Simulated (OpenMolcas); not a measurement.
Ag2+ (d9) on a cation site of an ionic host was computed by SS-CASPT2, IPEA 0.25 Eh, imaginary shift 0.1 Eh with the d shell active (OpenMolcas, ANO-RCC-VDZP on the metal). Its lowest spin-free states, and all those of the highest spin:

```json
{"2S+1": "2", "Degeneracy": "2", "E (cm-1)": "0"}
{"2S+1": "2", "Degeneracy": "3", "E (cm-1)": "12730"}
```

Question: Is the site octahedral, tetrahedral or cube-like, axial, or of lower symmetry?

Answer: The states with 2S+1 = 2 have orbital degeneracies 2, 3. Threefold states need a cubic site. For d9 at this spin an octahedron puts the twofold E below the threefold T2 and a tetrahedron or cube puts the threefold T2 below the twofold E, so the site is octahedral. The first gap at this spin, 12700 cm-1, is |10Dq| in ligand-field theory. The run had Ag2+ with its 6 nearest fluoride ions at 2.215 Å, on the Cd site of idealised cubic KCdF3 (a = 4.302 Å, distance in the model lattice 2.151 Å). The rest of the host is ab initio model potentials to 7.6 Å, with orthogonalisation functions on the cations behind the ligands, and point charges beyond; the distance is set by hand and nothing relaxes. Ligand basis ANO-RCC-VDZP.

Over all roots computed the reference weight is 0.73 to 0.74; a low but even weight reflects the number of correlated electrons. An orbital doublet at a regular site is open to a Jahn-Teller distortion, which this geometry leaves out. Ligand-to-metal charge-transfer states are missing. With one d shell and no ligand orbital active, 10Dq can be off by a tenth or more. Free-ion shares, where given, are those of the reference states; single-state CASPT2 does not remix them. No measured value stands beside these numbers; the geometry was set by hand and not optimised.
